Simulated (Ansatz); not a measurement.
```yaml
atoms:
  - { symbol: N, position_ang: [0.0000, 0.0000, -0.3400] }
  - { symbol: O, position_ang: [0.0000, 1.1804, 0.1487] }
  - { symbol: O, position_ang: [0.0000, -1.1804, 0.1487] }
```

Basis set: def2-TZVP (spherical functions). Correlated methods keep 3 orbitals frozen. Charge 0, multiplicity 2.

Computed with Ansatz (development build ahead of 0.2.0); each method stands on the lowest determinant of its kind that the runs found.

(1) Give the atomization energy at this shape (free ground-state atoms in the same class of orbitals less the molecule, no zero-point energy) of doublet NO₂ by UHF-MP2, UHF.

## Answers

(1)

| method | atomization energy |
| --- | --- |
| UHF-MP2 | 8.23 eV |
| UHF | 1.46 eV |

Caution: the shape is not the minimum; the unrestricted determinant is spin contaminated.
